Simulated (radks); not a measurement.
Question: Radial electron density D(r) = 4 pi r^2 rho(r) of an atom or ion with 58 electrons. Method: Dirac Kohn-Sham, LDA (Slater exchange, Perdew-Wang correlation), spin-unpolarised, spherical densities, point nucleus; computed with a radial shooting solver on a logarithmic mesh with Libxc functionals.

```
   r/bohr * D(r) (the largest magnitude, 99.8, reaches the edge; | marks zero)
 0.001178 | *
 0.001382 |  *
 0.001609 |  *
 0.001873 |   *
  0.00218 |     *
 0.002538 |      *
 0.002979 |        *
 0.003468 |          *
 0.004037 |             *
   0.0047 |                *
 0.005471 |                   *
 0.006421 |                       *
 0.007475 |                           *
 0.008702 |                               *
  0.01013 |                                   *
  0.01189 |                                      *
  0.01384 |                                        *
  0.01611 |                                          *
  0.01876 |                                          *
  0.02184 |                                        *
  0.02562 |                                       *
  0.02983 |                                     *
  0.03473 |                                     *
  0.04043 |                                      *
  0.04707 |                                          *
  0.05523 |                                               *
   0.0643 |                                                    *
  0.07485 |                                                      *
  0.08714 |                                                    *
   0.1014 |                                                *
    0.119 |                                          *
   0.1386 |                                       *
   0.1613 |                                         *
   0.1878 |                                             *
   0.2187 |                                              *
   0.2566 |                                          *
   0.2987 |                                *
   0.3478 |                      *
   0.4049 |                 *
   0.4713 |                 *
   0.5531 |                   *
   0.6439 |                   *
   0.7496 |               *
   0.8727 |          *
    1.016 |       *
    1.192 |     *
    1.388 |    *
    1.616 |   *
    1.881 |  *
    2.207 | *
     2.57 |*
    2.992 |*
    3.483 |*
    4.054 *
    4.758 *
    5.539 *
    6.448 *
    7.507 *
    8.739 *
    10.26 *
    11.94 *
     13.9 *
```

What is the nuclear charge?

Answer: Z = 58. The innermost maximum, from 1s, lies near gamma/Z bohr with gamma = sqrt(1 - (Z/c)^2) = 0.906, here 0.0156 bohr (found: 0.0173), and its height grows with Z. The density is that of neutral cerium in [Xe] 4f1 5d1 6s2; the configuration itself is not fixed sharply by these data, and Z only to a few units. D(r) has 4 maxima, at r = 0.0173, 0.0761, 0.213, 0.594 bohr, and minima at 0.0334, 0.141, 0.435 bohr, inside which lie 2.02, 11.19, 29.02 electrons.
